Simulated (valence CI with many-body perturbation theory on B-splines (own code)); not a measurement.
**From CI to CI+MBPT in Ce XXXVII**

Computed by valence CI with perturbative core correlation (CI+MBPT): four valence electrons over a frozen Dirac-Fock core [Ar], radial functions for each j: 9 s, 9 p, 10 d, 8 f, 5 g, 3 h, 1 i, with the one-electron correlation potential Σ1, the two-electron term Σ2, the three-electron term Σ3, Breit, model QED; selected CI, second order for the rest (own B-spline code, finite nucleus).

No measured spectrum was set against this ion. As an estimate, large intervals hold to a few tenths of a per cent, small ones and those within an open d or f shell to about a per cent. Only levels of the ground parity were solved; by the run's estimate the other parity begins above the list, which can be wrong where configurations are misplaced.

Each rung adds one term. CI alone is the Dirac-Coulomb CI over the frozen core; QED comes last and gives the full result, which names the levels. Energies are above (3d3/2^4) J=0 on the same rung, in eV.

Levels are named by their leading jj configuration (3d3/2^4 stands for four electrons in 3d with j = 3/2), which in mixed levels can hold well under half, so a name can repeat and another be missing. Letters in brackets count levels of one name in rising energy.

```csv
Level,CI alone,+ Σ1,+ Σ2,+ Σ3,+ Breit,Full
(3d3/2^3 3d5/2) J=1,16.028,16.155,16.498,16.612,15.940,16.003
(3d3/2^3 3d5/2) J=2,24.361,24.525,24.810,24.922,23.848,23.927
(3d3/2^3 3d5/2) J=4,25.920,26.058,26.388,26.348,24.997,25.061
(3d3/2^3 3d5/2) J=3,27.813,27.976,28.197,28.246,27.077,27.154
(3d3/2^2 3d5/2^2) J=0 [a],39.379,39.632,39.995,39.966,38.795,38.917
(3d3/2^2 3d5/2^2) J=4 [a],41.523,41.786,42.437,42.510,40.634,40.759
(3d3/2^2 3d5/2^2) J=2 [a],42.598,42.832,42.979,43.143,41.895,42.005
(3d3/2^2 3d5/2^2) J=3 [a],43.500,43.753,44.108,44.174,42.661,42.780
(3d3/2^2 3d5/2^2) J=5,46.879,47.143,47.788,47.825,45.653,45.776
(3d3/2^2 3d5/2^2) J=1,48.453,48.727,48.798,48.932,47.472,47.600
(3d3/2^2 3d5/2^2) J=6,49.396,49.664,50.458,50.457,47.823,47.948
(3d3/2^2 3d5/2^2) J=4 [b],52.718,52.992,53.275,53.171,51.078,51.204
(3d3/2^2 3d5/2^2) J=3 [b],53.525,53.787,53.650,53.679,51.947,52.067
(3d3/2^2 3d5/2^2) J=2 [b],53.646,53.920,53.778,53.886,52.137,52.263
(3d3/2^2 3d5/2^2) J=2 [c],61.688,61.978,61.887,61.988,60.472,60.604
(3d3/2 3d5/2^3) J=4 [a],62.177,62.528,62.920,63.015,60.836,61.000
(3d3/2 3d5/2^3) J=3 [a],66.725,67.110,67.562,67.585,65.488,65.670
(3d3/2^2 3d5/2^2) J=4 [c],69.937,70.261,70.267,70.288,68.301,68.449
(3d3/2 3d5/2^3) J=5,70.745,71.144,71.797,71.805,68.962,69.150
(3d3/2 3d5/2^3) J=1 [a],70.611,70.998,71.095,71.044,69.157,69.339
(3d3/2 3d5/2^3) J=6,71.750,72.148,73.117,73.111,69.968,70.155
(3d3/2^2 3d5/2^2) J=2 [d],72.930,73.248,72.651,72.849,71.198,71.340
(3d3/2 3d5/2^3) J=0,75.799,76.173,75.990,75.839,73.904,74.077
(3d3/2 3d5/2^3) J=2 [a],77.641,78.026,77.959,78.051,76.002,76.178
(3d3/2 3d5/2^3) J=3 [b],79.015,79.413,79.365,79.375,76.987,77.171
(3d3/2 3d5/2^3) J=3 [c],88.892,89.306,89.064,89.159,86.957,87.145
(3d3/2 3d5/2^3) J=1 [b],89.283,89.693,89.143,89.320,87.505,87.690
(3d3/2 3d5/2^3) J=4 [b],89.972,90.395,90.443,90.474,88.008,88.200
(3d3/2^2 3d5/2^2) J=0 [b],90.463,90.840,89.905,89.728,88.120,88.285
(3d3/2 3d5/2^3) J=2 [b],92.338,92.775,92.326,92.493,90.235,90.433
(3d5/2^4) J=4,95.840,96.350,96.793,96.758,93.870,94.109
```

**Question.** How does the ionisation energy move along the ladder, and which term matters most?

**Answer.** CI alone 2491.9, + Σ1 2494.5, + Σ2 2502.6, + Σ3 2502.7, + Breit 2501.0, + QED 2501.1 eV. The largest step is Σ2, 8.2 eV. NIST lists 2500 ± 5 eV (theoretical).
